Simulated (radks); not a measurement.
Q: The mean radii <r> (bohr) of the occupied orbitals of an atom or ion are listed with their occupations. All-electron calculation, scalar-relativistic Kohn-Sham, r2SCAN, spin-polarised, spherical densities, finite nucleus; meta-GGA in the generalised Kohn-Sham scheme; Fermi nuclear charge, rms radius of each element as measured or else 0.836 A^(1/3) + 0.57 fm. Program: a radial shooting solver on a logarithmic mesh with Libxc functionals.

| orbital | occ. | <r> |
|---|---|---|
| 1s | 2 | 0.02037 |
| 2s | 2 | 0.08562 |
| 2p | 6 | 0.07586 |
| 3s | 2 | 0.2095 |
| 3p | 6 | 0.2054 |

Name the element and its charge. Open shells, if any, are filled with parallel spins first.

A: Z = 68, erbium, charge +50: Er50+ in [Ar]. The 1s radius gives Z: for a bare nucleus <r> = (2 gamma + 1)/(2Z) with gamma = sqrt(1 - (Z/c)^2), 0.02012 bohr for Z = 68, and screening makes it slightly larger (0.02037 here). The occupations add up to 18, and the charge is Z minus that.
